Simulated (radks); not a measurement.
The helium ion He+, 1 electrons, occupied as 1s1.

Method: Dirac Kohn-Sham, OLYP, spin-unpolarised, spherical densities, finite nucleus; Gaussian nuclear charge, rms radius 1.6755 fm; computed with a radial shooting solver on a logarithmic mesh with Libxc functionals.

Energy parts (eV):
part                    energy
total                  -52.056
kinetic                 51.649
electron-nucleus      -105.989
Hartree                 16.390
exchange-correlation   -14.107

Orbitals (lengths in bohr, moments of r in powers of bohr; r(max) is where P^2 peaks):
| orbital | occ. | eigenvalue (eV) | <1/r> | <r^2> | r(max) | <r> | small-component weight |
|---|---|---|---|---|---|---|---|
| 1s1/2 | 1 | -39.2876 | 1.948 | 0.8348 | 0.5040 | 0.7842 | 5.05e-05 |

The highest occupied level is 1s1/2 at -39.288 eV. The electron density at the nucleus is 2.461 e/bohr^3. The density falls to 0.001 e/bohr^3 at r = 2.04 bohr. Summed over all electrons, <r^2> = 0.8348 bohr^2, which gives a Langevin (diamagnetic) susceptibility term of -0.661 x 10^-6 cm^3/mol.
